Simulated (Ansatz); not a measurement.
Geometry optimisation, Ansatz 0.2.0, RKS PBE/def2-SVP.

The input (input.yaml):

```yaml
crystal:
  periodic: [false, false, false]
  atoms:
    - { symbol: Al, position_ang: [0.2846, 0.0183, 0.3377] }
    - { symbol: O, position_ang: [-0.9234, 1.3482, -0.8997] }
    - { symbol: "N", position_ang: [2.0126, 0.3795, 0.1635] }
    - { symbol: "N", position_ang: [-0.7981, -0.432, 1.6674] }
    - { symbol: H, position_ang: [-0.9169, 0.228, -1.5063] }
    - { symbol: S, position_ang: [-0.4524, -1.4923, -1.6985] }
    - { symbol: H, position_ang: [-0.5769, 2.0087, -1.4965] }
    - { symbol: H, position_ang: [2.701, 0.2169, 0.8833] }
    - { symbol: H, position_ang: [2.4983, 0.5656, -0.7043] }
    - { symbol: H, position_ang: [-1.778, -0.1777, 1.6674] }
    - { symbol: H, position_ang: [-0.5474, -0.7642, 2.5877] }
    - { symbol: H, position_ang: [-1.5033, -1.899, -1.0018] }
basis:
  gaussian: { orbitals: def2-SVP }
hamiltonian:
  xc: pbe
relax:
  f_tol: 0.15
  max_steps: 25
  restrain:
    - { distance: [0, 5], at: 3.56, k: 30.0 }
    - { distance: [4, 1], at: 2.27, k: 30.0 }
    - { distance: [0, 1], at: 1.87, k: 30.0 }
    - { distance: [4, 5], at: 1.36, k: 30.0 }
```

Launched with:

```bash
$ ansatz run input.yaml --threads 2 --pin off --max-ram 3072MiB --backend cpu --events-out ev --progress --plain --runs-dir out
```

Question: Where does it end, and by what steps?

Answer: The forces met the threshold. The restraints hold the end off the free minimum. After 11 steps the energy has fallen by 0.493 eV (the restraints' own energy left out); H5 moved furthest, 0.90 Å. Joined: H5–S6 (1.79 → 1.36 Å).

| step | energy less start (eV) | largest force component (eV/Å) | accepted |
| --- | --- | --- | --- |
| 0 | 0.0000 | 3.283 | yes |
| 1 | 0.2862 | 2.680 | yes |
| 2 | 0.1327 | 2.694 | yes |
| 3 | -0.1559 | 2.042 | yes |
| 4 | -0.3705 | 1.094 | yes |
| 5 | -0.4083 | 0.949 | yes |
| 6 | -0.4493 | 1.058 | yes |
| 7 | -0.4719 | 0.981 | yes |
| 8 | -0.4811 | 1.080 | yes |
| 9 | -0.4893 | 1.094 | yes |
| 10 | -0.4924 | 1.113 | yes |
| 11 | -0.4929 | 1.151 | yes |

```xyz
12
Properties=species:S:1:pos:R:3
Al 0.266 0.523 0.343
O -0.728 1.455 -0.861
N 2.046 0.564 0.374
N -0.731 -0.422 1.487
H -1.293 -0.435 -1.984
S -1.165 -1.793 -1.942
H -0.274 2.132 -1.391
H 2.622 0.150 1.109
H 2.640 0.872 -0.398
H -1.713 -0.203 1.670
H -0.386 -1.097 2.171
H -1.283 -1.745 -0.577
```

The run took 27 s on 2 threads of Intel(R) Xeon(R) Platinum 8375C CPU @ 2.90GHz (Ice Lake) (shared host), peak memory 0.18 GiB.
